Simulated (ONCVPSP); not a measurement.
## beryllium: excitation energies, all-electron against ONCV

ONCVPSP 4.0.1 input, shortened (lines: element, Z, core and valence counts, functional; n l f; lmax; l rc ep ncon nbas qcut; lloc lpopt rc5 dvloc0; l nproj debl; icmod fcfact rcfact), PBEsol, scalar-relativistic:

```
  Be 4.00    1    1  -116133      upf
    1    0    2.00
    2    0    1.00
    2
    0    1.85    0.00    5    8    4.00
    1    1.75    0.21    4    8    3.80
    2    1.60    0.02    4    7    6.60
    4    5    1.35    4.00
    0    2    1.80
    1    2    3.80
    2    1    0.60
    3    4.50    1.55
```

In the p channel the program set the typed energies aside and used 0.050, 3.850 Ha.

Energies are relative to the spin-unpolarised reference configuration 2s1; without spin polarisation the order of configurations can differ from experiment.

```json
{"valence configuration": "2s1 2p1", "charge": "0", "ΔE all-electron (eV)": "-5.864", "error AE − PS (meV)": "+3.6"}
{"valence configuration": "2s0 2p2", "charge": "0", "ΔE all-electron (eV)": "-2.246", "error AE − PS (meV)": "+11"}
```

**Question.** What are ΔE and the potential's error for 2s2?

**Answer.** ΔE = -9.458 eV all-electron; the error (AE − PS) is +1.2 meV.

**Question.** What are ΔE and the potential's error for 2s1.5?

**Answer.** ΔE = -5.736 eV all-electron; the error (AE − PS) is +0.3 meV.

Levels in the configuration 2s0 2p2:

```
level  all-electron (eV)  pseudo (eV)
   2p             -2.910       -2.912
```
